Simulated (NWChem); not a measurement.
Species: C₄H₄OSi; SMILES C#C[Si@@H]1C=CO1

```xyz
10

C     -0.0166    -2.8274    -0.4817
C     -0.0047    -1.6857    -0.0668
Si    -0.0315     0.0074     0.5941
C     -1.1110     1.2891    -0.1701
C      0.0572     1.8243    -0.5815
O      1.1351     1.0463    -0.1640
H     -0.0188    -3.8288    -0.8531
H      0.1501    -0.0500     2.0625
H     -2.1168     1.6456    -0.3313
H      0.3062     2.7154    -1.1561
```
Atoms are numbered in this order, from 1.

Computed with NWChem. Pople sets run with spherical d functions. The geometry was optimised at B3LYP/6-31G* (spherical d). B3LYP is NWChem's, with the RPA form of VWN correlation. GIAO values for the isolated, static molecule; σ is the absolute isotropic shielding, δ = σ(reference) − σ with the isolated reference molecule computed at the same levels (13C: tetramethylsilane, 1H: tetramethylsilane, 17O: water, 29Si: tetramethylsilane).

### Question
What does the run give for B3LYP/6-311G**? Quantities: δ C1 (ppm); δ Si3 (ppm); δ C4 (ppm); δ C5 (ppm); δ O6 (ppm); δ H7 (ppm); δ H8 (ppm).

### Answer
```yaml
"δ C1 (ppm)": 105.6
"δ Si3 (ppm)": -6.2
"δ C4 (ppm)": 102.0
"δ C5 (ppm)": 178.9
"δ O6 (ppm)": 160.3
"δ H7 (ppm)": 2.62
"δ H8 (ppm)": 5.79
```
